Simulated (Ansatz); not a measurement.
`C[CH2][Ge][O]C` + `CS[Si]O` → `C[O][Ge][S]C` + `CC[Si]O`  (redistribution)

Computed with Ansatz on PBE0-D4/def2-TZVP structures; ΔE is electronic, products minus reactants. CBS: MP2 limit from def2 TZ/QZ plus the TZ coupled-cluster correction, frozen cores. This one scheme is used for every species. Functionals use def2-TZVPP. B3LYP here is the variant with VWN-RPA as its local correlation; programs differ in this. For Ge outer-core shells are correlated without core-valence functions, which leaves a few kJ/mol of doubt a bond. Scalar relativity is left out up to krypton. Each species was taken in one conformer, which may not be the lowest.

(1) Is it downhill or uphill in electronic energy at CCSD(T)/CBS, and by how much? (Best estimate.)

(2) What do these levels give: PBE-D4, B3LYP, HF/def2-TZVPP, MP2/def2-TZVPP, SCS-MP2/def2-TZVPP, CCSD/def2-TZVPP? (Best estimate.)

Largest T1 diagnostic among the species: 0.015.

## Answers

(1) Ansatz gave: Uphill: ΔE = +0.06 eV.

(2) Computed: PBE-D4 0.01, B3LYP 0.01, HF/def2-TZVPP 0.05, MP2/def2-TZVPP 0.07, SCS-MP2/def2-TZVPP 0.07, CCSD/def2-TZVPP 0.05 eV.
